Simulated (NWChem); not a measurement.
Molecule: C2H5ClGe; SMILES C=[C](Cl)[GeH3]

Give the equilibrium geometry at PBE0/def2-SVP (NWChem) as a Z-matrix, with the point group.

point group Cs; any orientation.
```
C
C 1 1.3342
H 2 1.0934 1 119.96
H 2 1.0941 3 117.99 1 180.00
Cl 1 1.7454 2 120.42 3 180.00
Ge 1 1.9524 2 125.27 3 0.00
H 6 1.5362 1 109.07 2 -120.27
H 6 1.5362 7 109.43 1 119.24
H 6 1.5381 7 110.52 8 121.93
```
